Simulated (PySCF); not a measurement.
C7H9N.
Geometry (PBE0-D3(BJ)/def2-SVP, Å), atoms numbered from 1 in this order:
```
atom  x, y, z in Å
C1    -2.555   -0.667    0.459
C2    -1.662   -0.191   -0.680
C3    -0.225   -0.044   -0.258
C4     0.437    1.189   -0.307
C5     1.764    1.263    0.107
C6     2.391    0.105    0.559
C7     1.647   -1.075    0.573
N8     0.382   -1.152    0.180
H9    -3.589   -0.823    0.117
H10   -2.172   -1.616    0.862
H11   -2.575    0.065    1.282
H12   -1.697   -0.926   -1.501
H13   -2.026    0.764   -1.089
H14   -0.087    2.077   -0.667
H15    2.302    2.214    0.078
H16    3.430    0.111    0.894
H17    2.105   -2.009    0.922
```

Computed, not measured: TDDFT B3LYP/def2-SVPD, vertical, gas phase, core orbitals frozen in the response (PySCF 2.14.0, density-fitted response routines).

Ground-to-excited transition dipoles (e·a0, same axes as the geometry; the sign carries no meaning), for the states with f of 0.002 or more among the lowest 9:

```
state  E (hartree)      μx      μy      μz
   S1       0.1741  -0.062   0.043   0.159
   S3       0.1975  -0.558   0.280  -0.213
   S4       0.2264  -0.577  -0.359  -0.058
   S6       0.2496   0.263   0.075   0.094
   S7       0.2614   0.805   1.224  -0.084
   S8       0.2627  -1.495   0.374  -0.438
   S9       0.2688  -0.141   0.022  -0.036
```

Problem. Work out the oscillator strengths.

Solution. f = (2/3) ΔE |μ|² with ΔE in hartree (27.2114 eV).

```csv
state,|μ|² (au),|μ| (D),f
S1,0.031,0.45,0.004
S3,0.436,1.68,0.057
S4,0.465,1.73,0.070
S6,0.084,0.74,0.014
S7,2.155,3.73,0.375
S8,2.567,4.07,0.450
S9,0.022,0.37,0.004
```

Problem. What angle do the transition dipoles of S7 and S8 make?

Solution. |cos θ| = |μa·μb| / (|μa| |μb|) = 0.30, so θ ≈ 72° (taken between 0 and 90°, since the signs are arbitrary).

Problem. What peak molar absorption coefficient would the strongest computed level give as a lone Gaussian band 0.5 eV wide at half height?

Solution. ε(max) = 2.175×10⁸ f / FWHM, with the width in cm⁻¹. S8: 2.175×10⁸ × 0.4497 / 4033 ≈ 24000 L mol⁻¹ cm⁻¹.

The vertical ionisation energy (ΔSCF) is 9.20 eV, 1.88 eV above S9.

One conformer stands for the species.
